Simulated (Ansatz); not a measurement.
Consider the substitution at a C–Si bond: `C[Si]Br` + `O[SiH2][SiH3]` → `CO[SiH2][SiH3]` + `[SiH]Br`.

Computed with Ansatz on PBE0-D4/def2-TZVP structures; ΔE is electronic, products minus reactants. CBS: MP2 limit from def2 TZ/QZ plus the TZ coupled-cluster correction, frozen cores. Functionals use def2-TZVPP. For Br outer-core shells are correlated without core-valence functions, which leaves a few kJ/mol of doubt a bond. Scalar relativity is left out up to krypton. One conformer a species, not always the lowest.

CCSD(T)/CBS gives +1.10 eV.

Another level gave +1.04 eV. Which?
A. LC-ωPBE/def2-TZVPP
B. B2PLYP/def2-TZVPP
C. MP2/def2-TZVPP
D. CAM-B3LYP/def2-TZVPP

B. B2PLYP 1.04, CAM-B3LYP 1.00, LC-ωPBE 1.09, MP2/def2-TZVPP 1.14 eV.

What do rigid-rotor, harmonic-oscillator terms from PBE0-D4/def2-TZVP frequencies (298.15 K, 1 bar) make of the CCSD(T)/CBS value? (An estimate is asked.)

Ansatz gave: ΔZPE = -0.02 eV, ΔH = +1.07 eV, ΔS = -6 J/(mol·K), ΔG = +1.09 eV.

Largest T1 diagnostic among the species: 0.012.

At CCSD(T), def2-SVP lies −0.27 eV from the extrapolated value and def2-TZVPP −0.06 eV. Leaving LDA and LC-ωPBE aside and taking each functional with its dispersion term where it has one, the values, not all of them listed here, spread over 0.12 eV, from BHLYP-D4 to r2SCAN-D4. In def2-TZVPP, CCSD(T) changes the Hartree–Fock value by +0.16 eV (the triples alone add +0.02 eV) and MP2 by +0.25 eV.
